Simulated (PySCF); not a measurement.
Predicted microwave data (PBE0-D3(BJ)/def2-SVP geometry optimisation, gas phase (PySCF 2.14.0)) for one isomer of C5H5BN2:

* Rotational constants: A = 5092, B = 704.6, C = 624.6 MHz
* Dipole components: |μa| = 10.73 D, |μb| = 2.90 D, |μc| = 0.00 D
* Inertial defect: -7.35 u·Å²
* κ: -0.96

Question: Which candidate fits, each taken in the one conformer that was computed?
A. `CC#[N+][BH2-]C#CC#N`
B. `[C-]#[N+]B1C=CC=CN1`

Answer: A. It is CC#[N+][BH2-]C#CC#N, a near-prolate asymmetric top, point group Cs. The candidates at the same level (rigid rotor, commonest isotopes):

```csv
SMILES,A (MHz),B (MHz),C (MHz),μa (D),μb (D),μc (D),Δ (u·Å²),point group,rotor
CC#[N+][BH2-]C#CC#N,5092,704.6,624.6,10.73,2.90,0.00,-7.35,Cs,near-prolate asymmetric top
[C-]#[N+]B1C=CC=CN1,5353,1551,1203,4.40,1.83,0.00,0.00,Cs,asymmetric top
```

`[C-]#[N+]B1C=CC=CN1` has B 120 % too high. In the right answer the mirror of this Cs structure is the ab plane, so μc vanishes by symmetry. No structure here is proved a minimum.
